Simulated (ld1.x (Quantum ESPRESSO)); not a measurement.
# Reading a pseudo-wave (Xe (Z = 54))

Columns: radius, all-electron u(r) and pseudo u(r) of the 5s shell (level -19.98 eV) of xenon in the configuration [Kr] 4d10 5s2 5p6; LDA (PZ), scalar-relativistic, TM scheme, ld1.x (Quantum ESPRESSO) 7.5.

| r (bohr) | all-electron | pseudo |
| --- | --- | --- |
| 0.085 | -0.1925 | 0.0425 |
| 0.170 | 0.1859 | 0.0836 |
| 0.255 | 0.2750 | 0.1220 |
| 0.340 | 0.0327 | 0.1566 |
| 0.425 | -0.2495 | 0.1872 |
| 0.510 | -0.4161 | 0.2142 |
| 0.595 | -0.4392 | 0.2396 |
| 0.680 | -0.3498 | 0.2662 |
| 0.765 | -0.1926 | 0.2978 |
| 0.850 | -0.0063 | 0.3385 |
| 0.935 | 0.1816 | 0.3921 |
| 1.020 | 0.3541 | 0.4611 |
| 1.105 | 0.5024 | 0.5437 |
| 1.190 | 0.6228 | 0.6329 |
| 1.275 | 0.7151 | 0.7162 |
| 1.360 | 0.7817 | 0.7817 |
| 1.445 | 0.8252 | 0.8252 |
| 1.530 | 0.8490 | 0.8490 |
| 1.615 | 0.8564 | 0.8564 |
| 1.700 | 0.8505 | 0.8505 |
| 1.785 | 0.8342 | 0.8342 |
| 1.870 | 0.8098 | 0.8098 |
| 1.955 | 0.7795 | 0.7795 |
| 2.040 | 0.7450 | 0.7450 |
| 2.125 | 0.7077 | 0.7077 |
| 2.210 | 0.6688 | 0.6688 |

Q: How many radial nodes do the two functions have?

A: The all-electron 5s function has n − l − 1 = 4 (the table is too coarse to show those close to the nucleus); the pseudo-wave has 0, since the states of the same l below it are removed with the core.

Q: At about which radius was the pseudo-wave matched?

A: 1.40 bohr, where the columns begin to agree (steps of 0.09 bohr).

Q: Is the pseudo-wave norm-conserving?

A: Yes: the TM scheme keeps the norm inside the radius equal to the all-electron one, which fixes the energy derivative of the logarithmic derivative at the level.
